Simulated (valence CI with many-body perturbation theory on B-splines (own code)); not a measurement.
## Run record, Tm⁵⁶⁺

Computed by relativistic CI+MBPT: three valence electrons over a frozen Dirac-Fock core [Ne], a basis of 6 s, 6 p, 5 d, 3 f, 1 g functions for each j, with the one-electron correlation potential Σ1 (screened to all orders), the two-electron term Σ2, Breit, model QED; selected single and double excitations, second order for the rest, scaled by the run's own slope (own B-spline code, finite nucleus).

Command, and the settings that its task file holds:

```sh
python run_cv.py task.json out
```

```
atom Tm  Z=69  mass_number=169  rms_radius_fm=5.2256
core [Ne]
valence 3s2 3p1
avg = 1
basis = S
breit = 1
cap = 10000
capref = 1200
cscale = 1
de = 0.0
dress = 0
eps = 2e-08
extrap = 1
h = 0.27
hh = 1
l2 = 3
lcore = 6
maxit = 60
n2 = 1
natural = 1
nlev = 21
nno = [3, 3, 3, 2, 1]
nroot = 26
nsp = [3, 3, 2, 1, 0]
pt2 = 1
qed = 1
rpa = 1
s1 = 1
s2 = 1
s3 = 0
screen = 1
tol = 2e-05
whole = 1
```

It took 5.9 s on 1 thread of Arm Neoverse V2 (shared host).

Log. The first blocks belong to the next ion, which gives the ionisation energy. Fields: 2J, parity (1 odd), roots, reference size, generating configurations, candidates as configurations/state functions, variational space P, stored matrix elements, Davidson steps; e2 is the range of second-order energies in hartree. The first line gives the box (bohr), its intervals, the orbitals and the steps of their self-consistent field. Window is the range of levels sought, series limit the energy at which the first omitted orbital would enter, core excitation an estimate of the first excitation out of the core, left out the lowest levels not solved, and shifts from estimates the range by which levels moved from their first estimate, all in cm⁻¹.

```
rmax 1.5 intervals 54 orbitals 36 references ['3s2 3p', '3s 3p2', '3s2 3d', '3s 3p 3d', '3p3'] scf 2 t 0.6
2J=0 par=0 roots 2 ref 15 generators 4 cand 92/92 P 107/107 nnz 0 it 0
   second order: generators 5 cand 0/0 e2 -0.00000 -0.00000
reference levels 433, estimated 58, window 6139615 1/cm; series limit 30572601, core excitation 58159239
2J=1 par=1 roots 3 ref 37 generators 7 cand 287/428 P 915/1359 nnz 0 it 3
2J=1 par=1 roots 3 ref 37 generators 9 cand 235/352 P 978/1452 nnz 0 it 4
   second order: generators 10 cand 392/595 e2 -0.00000 -0.00000
2J=1 par=0 roots 4 ref 41 generators 8 cand 184/275 P 990/1455 nnz 0 it 2
2J=1 par=0 roots 4 ref 41 generators 9 cand 174/260 P 1041/1522 nnz 0 it 4
   second order: generators 10 cand 123/193 e2 -0.00000 -0.00000
2J=3 par=1 roots 6 ref 60 generators 11 cand 255/564 P 1166/2403 nnz 0 it 4
2J=3 par=1 roots 6 ref 60 generators 13 cand 209/437 P 1250/2590 nnz 1.1e+06 it 4
   second order: generators 16 cand 581/1295 e2 -0.00000 -0.00000
2J=3 par=0 roots 6 ref 65 generators 11 cand 266/581 P 1137/2313 nnz 0 it 3
2J=3 par=0 roots 6 ref 65 generators 13 cand 239/511 P 1207/2466 nnz 0 it 4
   second order: generators 17 cand 409/953 e2 -0.00000 -0.00000
2J=5 par=0 roots 4 ref 63 generators 9 cand 247/611 P 1164/2561 nnz 1.1e+06 it 3
2J=5 par=0 roots 4 ref 63 generators 12 cand 227/542 P 1196/2626 nnz 1.1e+06 it 4
   second order: generators 16 cand 435/1158 e2 -0.00000 -0.00000
2J=5 par=1 roots 4 ref 55 generators 5 cand 276/693 P 1144/2552 nnz 1.1e+06 it 3
2J=5 par=1 roots 4 ref 55 generators 10 cand 226/540 P 1214/2748 nnz 1.3e+06 it 4
   second order: generators 12 cand 402/1011 e2 -0.00000 -0.00000
2J=7 par=1 roots 2 ref 36 generators 3 cand 403/963 P 899/1951 nnz 0 it 3
2J=7 par=1 roots 2 ref 36 generators 5 cand 301/705 P 992/2172 nnz 0 it 3
   second order: generators 7 cand 208/484 e2 -0.00000 -0.00000
left out: unestimated 8909350, estimated 6887072, shifts from estimates -0 to 0
operators 0.4
```

The Davidson iterations converged.

No measured spectrum was set against this ion. As an estimate, large intervals hold to a few tenths of a per cent, small ones and those within an open d or f shell to about a per cent.

* Valence energy: -646.2949 hartree
* Ionisation energy: 5656.6 eV (NIST: 5656 ± 5 eV (theoretical))
* Reference configurations for the orbitals: 3s2 3p, 3s 3p2, 3s2 3d, 3s 3p 3d, 3p3
* Radial orbitals: 36
* Box radius: 1.479 bohr
* Largest variational space: 2748
* Lowest levels: (3s^2 3p1/2) J=1/2 0.00, (3s 3p1/2^2) J=1/2 1206.1, (3s^2 3p3/2) J=3/2 2103.2, (3s 3p1/2 3p3/2) J=3/2 [a] 3090.3, (3s 3p1/2 3p3/2) J=5/2 3222.5, (3s 3p1/2 3p3/2) J=3/2 [b] 3383.3, (3s 3p1/2 3p3/2) J=1/2 3456.6, (3s^2 3d3/2) J=3/2 3824.8, (3s^2 3d5/2) J=5/2 4240.0, (3p1/2^2 3p3/2) J=3/2 4574.5, (3s 3p1/2 3d3/2) J=3/2 [a] 4683.2, (3s 3p1/2 3d3/2) J=5/2 4777.9, (3s 3p1/2 3d3/2) J=1/2 4972.0, (3s 3p1/2 3d3/2) J=3/2 [b] 5012.8 × 10³ cm⁻¹

Levels are named by their leading jj configuration (3d3/2^4 stands for four electrons in 3d with j = 3/2), which in mixed levels can hold well under half, so a name can repeat and another be missing. Letters in brackets count levels of one name in rising energy.
